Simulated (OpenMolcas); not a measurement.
Br⁺: Slater's ratio, worked from levels

```
Program             : OpenMolcas 26.06
Basis               : ANO-R2 [6s5p4d2f1g]
Scalar Hamiltonian  : X2C, finite nucleus
Active space        : 4 electrons in 3 orbitals (4p)
State averaging     : 2S+1 = 3 even, 3 roots; 2S+1 = 1 even, 6 roots
Spin-orbit coupling : RASSI with atomic mean-field integrals over the reference wave functions, term energies averaged over their components
```

Methods: CASSCF; SS-CASPT2, IPEA 0.25 Eh, imaginary shift 0.1 Eh (closed shells correlated: 3d 4s). Measured levels: NIST Handbook of Basic Atomic Spectroscopic Data.

**Slater's ratio.** With one set of orbitals, p4 has ¹D - ³P = 6 F2 and ¹S - ¹D = 9 F2 (F2 = F²/25), a ratio of 3/2. Term energies are centres of gravity, weighted by 2J + 1.

```tsv
Source	¹D - ³P	¹S - ³P	F2 from the first	Ratio
CASSCF	13095	32216	2182	1.460
SS-CASPT2	10998	27388	1833	1.490
measured	10617	26395	1770	1.486
```

Energies in cm-1. A ratio away from 3/2 shows effects beyond one configuration with one set of orbitals, and in heavier atoms second-order spin-orbit shifts.

CASPT2 does not keep the components of a term degenerate, so their means are used; among the terms shown or strongly mixed into the levels shown the widest spread is 160 cm-1 (4s² 4p⁴ ¹D, SS-CASPT2). With the s shell closed, the reference lacks s² → p² mixing. Without dynamic correlation excited terms often stand tens of per cent too high (terms of higher spin than the ground term too low), and those without a measured partner can miss by more than the paired ones (holds for CASSCF). Computed and measured levels are paired by configuration, term and J; levels that our copy of the source lacks, or whose pairing is in doubt (as where it misses far off the trend of its configuration), stay unpaired and out of the deviations. Levels of configurations outside the active space are missing.
